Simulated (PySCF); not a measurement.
# Ar⁶⁺: ionisation energy

Ar⁶⁺ [Ne] 3s2 (1S) → Ar⁷⁺ [Ne] 3s1 (2S), as a difference of total energies. All numbers are calculated (PySCF 2.14, the non-relativistic Hamiltonian (point nucleus), in an even-tempered Gaussian basis (17 s from 0.25 bohr⁻², ratio 2.5; 12 p from 0.33 bohr⁻², ratio 2.5; 5 d from 1.6 bohr⁻², ratio 2.7; 5 f from 2.3 bohr⁻², ratio 2.7)). Correlated levels: outer shells: 1s2 frozen; virtual orbitals above 40 to 60 times the deepest correlated orbital energy dropped. The calculations carry no spin-orbit coupling.

```tsv
method	ionisation energy (eV)	difference from reference (eV)
UHF	121.86	-2.55
LDA	123.96	-0.45
PBE	123.88	-0.53
PBE0	123.62	-0.79
r2SCAN	122.82	-1.59
PW91	124.00	-0.41
PBEsol	123.55	-0.86
MP2 (outer shells)	123.51	-0.90
SCS-MP2 (outer shells)	123.67	-0.74
```

Reference: 124.41 ± 0.06 eV (semi-empirical (NIST evaluation); NIST Atomic Spectra Database, ionization energies).

These non-relativistic numbers lack the scalar-relativistic shift.
